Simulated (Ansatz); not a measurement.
Cost and result for the atomization energy of C2H6AlI, SMILES `[AlH2][CH2]CI` (10 atoms, 9 bonds).

Cartesian coordinates in Å:
```
Al -1.464 0.420 0.940
C 0.392 0.368 0.276
C 0.618 -0.592 -0.853
I 2.673 -0.633 -1.566
H -2.575 -0.508 0.286
H -1.821 1.404 2.133
H 0.666 1.390 -0.013
H 1.038 0.131 1.130
H 0.425 -1.629 -0.586
H 0.048 -0.350 -1.748
```

The species carries charge 0 and has multiplicity 1. Correlated methods include outer-core shells of I, which these sets cover unevenly. I takes the def2 core potential. All single points use the PBE0-D4/def2-TZVP geometry. It is one conformer, not always the lowest. Program: Ansatz. All runs use 4 threads of an Arm Neoverse V1 on a shared host. Times are those of one run each, without the atoms' runs, and a repeat can differ threefold. Electronic energies, without spin–orbit coupling; frozen cores. CCSD(T)/CBS adds CCSD(T) − MP2 in def2-TZVPP to the MP2 limit, and its time is that of the two runs behind it. T1 = 0.009. With those shells the extrapolation isn't a true limit. B3LYP takes the VWN-RPA correlation (the form of Gaussian; ORCA's B3LYP/G).

CCSD(T)/CBS is a level of theory with its own doubt, some kJ/mol a heavy atom from the limit and from the frozen cores, so smaller differences don't rank the functionals.

| level | functions | wall time |
| --- | --- | --- |
| PBE0-D4/def2-TZVPP | 238 | 3.2 s |
| PBE-D4/def2-TZVPP (with forces) | 238 | 3.2 s |
| B3LYP-D4/def2-TZVPP (with forces) | 238 | 4.9 s |
| r2SCAN-D4/def2-TZVPP (with forces) | 238 | 5.5 s |
| B2PLYP/def2-TZVPP | 238 | 6.5 s |
| ωB97X-V/def2-TZVPP | 238 | 9 s |
| ωB97M-V/def2-TZVPP (with forces) | 238 | 13 s |
| MP2/def2-QZVPP | 446 | 21 s |
| CCSD(T)/def2-TZVPP | 238 | 3 min |
| CCSD(T)/CBS(def2) | – | 3.3 min |

Task: What atomization energy does each give, and how far from CCSD(T)/CBS? (Best estimate.)

Result: Ansatz gave: 
```json
{"level": "PBE0-D4/def2-TZVPP", "atomization (kJ/mol)": "3212.1", "difference from CCSD(T)/CBS": "-10.4", "per bond": "-1.2"}
{"level": "PBE-D4/def2-TZVPP (with forces)", "atomization (kJ/mol)": "3244.5", "difference from CCSD(T)/CBS": "22.0", "per bond": "2.5"}
{"level": "B3LYP-D4/def2-TZVPP (with forces)", "atomization (kJ/mol)": "3204.5", "difference from CCSD(T)/CBS": "-18.0", "per bond": "-2.0"}
{"level": "r2SCAN-D4/def2-TZVPP (with forces)", "atomization (kJ/mol)": "3218.6", "difference from CCSD(T)/CBS": "-3.9", "per bond": "-0.4"}
{"level": "B2PLYP/def2-TZVPP", "atomization (kJ/mol)": "3169.9", "difference from CCSD(T)/CBS": "-52.6", "per bond": "-5.8"}
{"level": "ωB97X-V/def2-TZVPP", "atomization (kJ/mol)": "3213.6", "difference from CCSD(T)/CBS": "-8.9", "per bond": "-1.0"}
{"level": "ωB97M-V/def2-TZVPP (with forces)", "atomization (kJ/mol)": "3207.5", "difference from CCSD(T)/CBS": "-15.0", "per bond": "-1.7"}
{"level": "MP2/def2-QZVPP", "atomization (kJ/mol)": "3218.2", "difference from CCSD(T)/CBS": "-4.3", "per bond": "-0.5"}
{"level": "CCSD(T)/def2-TZVPP", "atomization (kJ/mol)": "3140.1", "difference from CCSD(T)/CBS": "-82.4", "per bond": "-9.2"}
{"level": "CCSD(T)/CBS(def2)", "atomization (kJ/mol)": "3222.5", "difference from CCSD(T)/CBS": "0.0", "per bond": "0.0"}
```

The D4 term adds +33.9 kJ/mol with B3LYP and +17.7 kJ/mol with PBE0; it sums over pairs of atoms, weighted by their polarisabilities, and B3LYP, whose exchange is more repulsive, gets the larger term. From PBE to PBE0 (25 % exact exchange), in def2-TZVPP and without D4, the atomization energy moves by −29.4 kJ/mol: exact exchange takes away binding that semilocal exchange gives to molecules. In def2-TZVPP, CCSD(T) changes the Hartree–Fock value by +750.5 kJ/mol (the triples alone add +43.5 kJ/mol) and MP2 by +780.1 kJ/mol; breaking electron pairs costs correlation energy, which Hartree–Fock lacks.

Spin–orbit coupling would lower the free I atoms strongly, and the atomization energy with them, by more than many differences here.
